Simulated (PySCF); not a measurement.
Static response to an electric field

Compound: (GeH3)3P, Ge₃H₉P.
SMILES with atom numbers: `[GeH3:1][P:2]([GeH3:3])[GeH3:4]` (hydrogens: H5, H6, H7 on Ge1; H8, H9, H10 on Ge3; H11, H12, H13 on Ge4)

Geometry (PBE0-D3(BJ)/def2-SVP, Å), atoms numbered from 1 in this order:
```xyz
13
Ge3H9P angstrom
Ge     2.0204   -0.7665    0.2774
P      0.2085    0.1776   -0.8284
Ge    -0.1439    1.9364    0.6496
Ge    -1.4194   -1.2425    0.0280
H      1.7508   -0.9662    1.7831
H      2.3215   -2.1287   -0.3721
H      3.2297    0.1687    0.0954
H     -0.1801    1.4692    2.1195
H      0.9984    2.9517    0.4648
H     -1.4859    2.5997    0.2922
H     -2.7983   -0.6624   -0.3356
H     -1.3171   -1.3967    1.5598
H     -1.2507   -2.6212   -0.6356
```

Level: B3LYP/def2-SVPD (PySCF), static field, nuclei fixed, core orbitals frozen in the response. The polarisability tensor in these axes (au):

```
x   140.13  -0.26   1.47
y    -0.26 139.26   5.45
z     1.47   5.45 109.37
```

Task: What are the eigenvalues, a third of the trace, and Δα (Δα² = ½Σ(αi − αj)² over the three pairs)?

Result: Principal values 108.34, 140.20 and 140.22 au; mean 129.59 au = 19.20 Å³ = 21.37 × 10⁻⁴⁰ C²·m²/J; Δα = 31.87 au (25 % of the mean).

Task: What is the dipole moment, and where does it point?

Result: (-0.02, -0.09, 0.49) D, 0.50 D in size, pointing from the negative to the positive side. Measured along this direction, the outermost atoms are P2 at the negative end and H8, H12 and H5 at the positive end.

Task: How large is μ²/3kT at 273 K beside α?

Result: In Gaussian units μ²/3kT = 2.21 Å³ against 19.20 Å³, a ratio of 0.11; the Debye molar polarisation (4π/3)N_A(α + μ²/3kT) is 54.0 cm³/mol, leaving out the vibrational part.

Task: Form Σ f/ω² (atomic units) for the 6 lowest TDDFT singlets, given as eV and f, and set it beside the mean polarisability, which is this sum over all singlets: 5.65, 0.0413; 5.70, 0.0424; 5.70, 0.0428; 6.00, 0.0074; 6.20, 0.0079; 6.21, 0.0082.

Result: They add up to 3.36 au, 2.6 % of the 129.59 au; the largest single term is 0.98 au, from the state at 5.70 eV. Terms in order: 0.96, 0.97, 0.98, 0.15, 0.15, 0.16 au. Higher excitations give the rest. The strengths listed sum to 0.150.

Task: Refractivity n − 1 of an ideal gas of it at 350 K and 1 atm, from the electronic α?

Result: N = p/kT = 2.0968 × 10¹⁹ cm⁻³, so n − 1 = 2π × N × 19.20 × 10⁻²⁴ cm³ = 2530 × 10⁻⁶ at long wavelengths.

Geometry: PBE0-D3(BJ)/def2-SVP; no solvent, vibrations or thermal averaging. The calculation is non-relativistic, for germanium too.

The run behind these numbers computed excited states as well. Time: 47 s; peak memory 0.96 GiB. Hardware: an Arm Neoverse V2 with one thread, no GPU, shared host with 96 logical CPUs at a one-minute load of 48.
